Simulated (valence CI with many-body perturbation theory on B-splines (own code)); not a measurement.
**Valence orbitals of Tb XXVII**

Method: relativistic CI+MBPT: three valence electrons over a frozen Dirac-Fock core [Kr], a basis of 9 s, 9 p, 10 d, 8 f, 5 g, 3 h, 1 i functions for each j, with the one-electron correlation potential Σ1, the two-electron term Σ2, the three-electron term Σ3, Breit, model QED; selected CI, second order for the rest (own B-spline code, finite nucleus).

The last digits are not significant, and no measured levels were compared; by estimate large intervals hold to a few tenths of a per cent, small ones and those within an open d or f shell to about a per cent. Only levels of the ground parity were solved; by the run's estimate the other parity begins above the list, which can be wrong where configurations are misplaced.

These are the spectroscopic orbitals of the CI (the correlating ones are not listed), shaped by the core and the other valence electrons. h is the expectation value of the core's Dirac-Fock operator, without the valence repulsion; Σ1 is computed up to l = 3 at one energy for each symmetry, that of its lowest orbital but kept below the first core excitation, so for empty shells it is not the orbital's own correlation shift; Breit and QED include the response of the core.

```tsv
Orbital	h (hartree)	Σ1 (cm⁻¹)	Breit (cm⁻¹)	QED (cm⁻¹)	⟨r⟩ (bohr)
5s1/2	-25.248	-11164	2402	1890	0.9030
6s1/2	-16.18	-4283	1239	980	1.404
7s1/2	-11.276	-2192	711	570	2.018
5p1/2	-23.938	-10795	3732	-41.3	0.9228
6p1/2	-15.489	-4338	1975	-20.0	1.437
7p1/2	-10.867	-2269	1155	-11.3	2.064
5p3/2	-23.275	-9840	2232	146	0.9512
6p3/2	-15.145	-4054	1194	79.3	1.471
7p3/2	-10.665	-2143	754	47.2	2.104
4d3/2	-36.603	-21532	3738	-479	0.5244
5d3/2	-21.137	-9594	1552	-159	0.9761
6d3/2	-14.014	-4364	832	-82.4	1.526
4d5/2	-36.261	-20999	2010	-280	0.5305
5d5/2	-20.995	-9476	884	-81.7	0.9835
6d5/2	-13.939	-4311	478	-41.8	1.534
4f5/2	-30.624	-41731	376	-356	0.5115
5f5/2	-18.716	-9368	281	-122	1.000
4f7/2	-30.553	-38577	-533	-296	0.5137
5f7/2	-18.683	-9203	-92.1	-96.5	1.003
5g7/2	-17.181		-119	-44.8	0.9612
5g9/2	-17.173		-189	-36.4	0.9620
```

Among the shells of the start configuration 4d3, Σ1 is largest in size for 4d3/2, where it is 0.27 % of h.

Lowest root of each symmetry, sizes in configuration state functions:

```json
{"J": "1/2", "Parity": "even", "Roots": "2", "Reference": "37", "Variational": "3531", "Second order": "4940", "Change by selected CI (cm⁻¹)": "-2502", "Change by second order (cm⁻¹)": "-2"}
{"J": "3/2", "Parity": "even", "Roots": "5", "Reference": "66", "Variational": "6722", "Second order": "8683", "Change by selected CI (cm⁻¹)": "-2261", "Change by second order (cm⁻¹)": "-1"}
{"J": "5/2", "Parity": "even", "Roots": "5", "Reference": "80", "Variational": "8191", "Second order": "16004", "Change by selected CI (cm⁻¹)": "-1675", "Change by second order (cm⁻¹)": "-1"}
{"J": "7/2", "Parity": "even", "Roots": "3", "Reference": "77", "Variational": "7611", "Second order": "18544", "Change by selected CI (cm⁻¹)": "-2110", "Change by second order (cm⁻¹)": "-3"}
{"J": "9/2", "Parity": "even", "Roots": "3", "Reference": "66", "Variational": "6852", "Second order": "12313", "Change by selected CI (cm⁻¹)": "-2480", "Change by second order (cm⁻¹)": "-3"}
{"J": "11/2", "Parity": "even", "Roots": "1", "Reference": "44", "Variational": "4836", "Second order": "16482", "Change by selected CI (cm⁻¹)": "-2790", "Change by second order (cm⁻¹)": "-4"}
```
